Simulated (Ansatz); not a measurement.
`C[N](C)[In]([OH])[O][SiH3]` and `C[N](C)[In]([OH])[F]` differ in one atom or group.

Ansatz, PBE0-D4/def2-TZVP geometries, multiplicity 1. Each molecule was computed in one conformer, which needn't be the lowest.

Elements past krypton have def2 core potentials.

```json
{"property": "HOMO energy (B3LYP/def2-TZVPP) / eV", "`C[N](C)[In]([OH])[O][SiH3]`": "-6.26"}
{"property": "LUMO energy (B3LYP/def2-TZVPP) / eV", "`C[N](C)[In]([OH])[O][SiH3]`": "-1.95"}
{"property": "LUMO energy (ωB97M-V/def2-TZVPP) / eV", "`C[N](C)[In]([OH])[O][SiH3]`": "0.16"}
{"property": "HOMO energy (PBE/def2-TZVPP) / eV", "`C[N](C)[In]([OH])[O][SiH3]`": "-5.19"}
{"property": "HOMO–LUMO gap (PBE/def2-TZVPP) / eV", "`C[N](C)[In]([OH])[O][SiH3]`": "2.63"}
{"property": "size of the dipole moment (PBE/def2-TZVPP) / D", "`C[N](C)[In]([OH])[O][SiH3]`": "1.52"}
```

What does the change do to each property? (Estimate.)

Computed: 
| property | `C[N](C)[In]([OH])[F]` | shift |
| --- | --- | --- |
| HOMO energy (B3LYP/def2-TZVPP) / eV | -6.36 | -0.10 |
| LUMO energy (B3LYP/def2-TZVPP) / eV | -2.06 | -0.11 |
| LUMO energy (ωB97M-V/def2-TZVPP) / eV | 0.13 | -0.03 |
| HOMO energy (PBE/def2-TZVPP) / eV | -5.26 | -0.07 |
| HOMO–LUMO gap (PBE/def2-TZVPP) / eV | 2.63 | 0.00 |
| size of the dipole moment (PBE/def2-TZVPP) / D | 2.05 | 0.53 |

Dipoles are sizes alone; their direction can turn.

B3LYP here is the variant with VWN-RPA as its local correlation; programs differ in this.
